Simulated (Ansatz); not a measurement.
C2H2Cl (SMILES C=[C-]Cl), charge -1, singlet, at a GFN2-xTB geometry (a gas-phase anion, which may not be bound at this level). Base run: Ansatz (a first-principles code) with PBE0/def2-SVP.

Input for Ansatz:
Ansatz 0.2 input:
```yaml
crystal:
  periodic: [false, false, false]
  atoms:
    - {symbol: C, position_ang: [-0.11782134, 0.97244023, 0.00402460]}
    - {symbol: C, position_ang: [1.20949826, 1.06784053, 0.01132795]}
    - {symbol: Cl, position_ang: [-0.59700984, -0.85895942, -0.00717248]}
    - {symbol: H, position_ang: [1.97685805, 0.28124257, 0.01154024]}
    - {symbol: H, position_ang: [1.62224777, 2.07938296, 0.01827654]}
basis:
  gaussian:
    orbitals: def2-SVP
hamiltonian:
  xc: pbe0
total_charge: -1
```

The base run was repeated with changes; each row names its change, and settings that it needs were set with it.

| change | ΔE vs base (mEh) |
|---|---|
| base | 0.000 |
| point_charge = charge:-1.0 position_ang:2.6957, -2.7892, 3.2291 | 95.116 |
| final_grid = 6, 12, 29 | 0.007 |
| final_grid = 4, 8, 17 | (withheld) |
| fitting.mean_field = cc-pVTZ-JKFIT | (withheld) |
| fitting.mean_field = def2-universal-JKFIT | -0.014 |
| forces = on | 0.000 |
| final_grid = 10, 20, 41 | 0.001 |
| accuracy = high | 0.000 |
| lower_state_search = off | 0.000 |
| nuclear_model = gaussian | (withheld) |

Question: Fill in the missing entries.

Answer: 
- final_grid = 4, 8, 17, ΔE vs base (mEh): 0.251
- fitting.mean_field = cc-pVTZ-JKFIT, ΔE vs base (mEh): -0.095
- nuclear_model = gaussian, ΔE vs base (mEh): 0.411

A gas-phase anion may not be bound at this level; its values then depend on the basis.
